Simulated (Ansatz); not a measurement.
```yaml
crystal:
  periodic: [false, false, false]
  atoms:
    - {symbol: C, position_ang: [-1.280261, 2.312163, 1.230672]}
    - {symbol: O, position_ang: [-0.576395, 1.785047, 0.120117]}
    - {symbol: Si, position_ang: [-0.105943, 0.256860, -0.065560]}
    - {symbol: O, position_ang: [0.698004, -0.164072, 1.279230]}
    - {symbol: C, position_ang: [1.104475, -1.442831, 1.657920]}
    - {symbol: C, position_ang: [0.964588, -1.581101, 3.158200]}
    - {symbol: F, position_ang: [1.364927, -2.802615, 3.533902]}
    - {symbol: F, position_ang: [-0.300871, -1.424722, 3.555485]}
    - {symbol: F, position_ang: [1.705563, -0.687148, 3.814942]}
    - {symbol: O, position_ang: [0.768274, 0.196916, -1.440962]}
    - {symbol: C, position_ang: [1.716072, 1.130347, -1.863583]}
    - {symbol: C, position_ang: [3.115254, 0.581511, -1.677945]}
    - {symbol: F, position_ang: [4.012439, 1.475269, -2.107335]}
    - {symbol: F, position_ang: [3.302620, -0.549846, -2.360835]}
    - {symbol: F, position_ang: [3.379830, 0.319880, -0.392565]}
    - {symbol: O, position_ang: [-1.273948, -0.863940, -0.253470]}
    - {symbol: C, position_ang: [-1.976253, -1.181067, -1.415534]}
    - {symbol: C, position_ang: [-3.305768, -0.456703, -1.461972]}
    - {symbol: F, position_ang: [-3.974283, -0.814350, -2.564480]}
    - {symbol: F, position_ang: [-4.069739, -0.742108, -0.406557]}
    - {symbol: F, position_ang: [-3.145672, 0.871079, -1.492847]}
    - {symbol: H, position_ang: [-2.320357, 1.976564, 1.218603]}
    - {symbol: H, position_ang: [-0.813734, 2.009891, 2.171710]}
    - {symbol: H, position_ang: [-1.259243, 3.399334, 1.154763]}
    - {symbol: H, position_ang: [2.155482, -1.608525, 1.403659]}
    - {symbol: H, position_ang: [0.495182, -2.228729, 1.200666]}
    - {symbol: H, position_ang: [1.581954, 1.331560, -2.929298]}
    - {symbol: H, position_ang: [1.649011, 2.075999, -1.317413]}
    - {symbol: H, position_ang: [-1.422651, -0.921834, -2.323110]}
    - {symbol: H, position_ang: [-2.188547, -2.252812, -1.426403]}
basis:
  gaussian: {orbitals: aug-pcseg-2}
hamiltonian: {xc: {name: HF}}
correlation: {method: mp2, frozen_orbitals: {C: 0}}
scf: {lower_state_search: off}
output: {forces: true}
```

```sh
$ ansatz run in.yaml --threads 11 --pin off --events-out ev --progress --plain --max-ram 120832MiB --backend cuda --devices 0, --max-vram 75GiB
```

Task: How does Ansatz answer? (Estimate.)

Result: The calculation gave: The input was rejected before any iteration.
```
Functional definition: HF
Error: "frozen_orbitals" has no count for O
```
